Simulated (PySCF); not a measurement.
**Rh⁺ (rhodium, charge +1) across methods**

[Kr] 4d7 5s1, high-spin 5F determinant (an excited configuration). All numbers are calculated (PySCF 2.14, scalar relativity through the core potential, in def2-TZVPPD with the def2 core potential (28 electrons)).

| method | E (hartree) | mean ε 4d α (eV) | mean ε 4d β (eV) | mean ε 5s α (eV) | Σ⟨r²⟩ (bohr²) | ⟨S²⟩ |
| --- | --- | --- | --- | --- | --- | --- |
| r2SCAN | -110.1730 | -18.179 | -15.785 | -13.137 | 37.61 | 6.001 |
| PBEsol | -109.9759 | -17.702 | -15.576 | -12.942 | 37.85 | 6.001 |
| PBE0 | -110.1282 | -19.611 | -17.424 | -13.527 | 37.69 | 6.001 |
| PBE | -110.1408 | -17.695 | -15.665 | -12.859 | 37.85 | 6.001 |
| M06-2X | -110.0321 | -21.563 | -19.418 | -14.139 | 37.78 | 6.004 |
| M06 | -110.1153 | -19.503 | -17.574 | -13.374 | 37.71 | 6.002 |
| UHF | -109.46394 | -24.571 | -21.802 | -14.981 | 37.86 | 6.004 |
| B3LYP | -110.1728 | -19.172 | -17.219 | -13.430 | 37.80 | 6.001 |
| LDA | -109.8907 | -17.852 | -15.700 | -13.176 | 37.96 | 6.000 |

Energies and moments cover only the electrons outside the core potential.
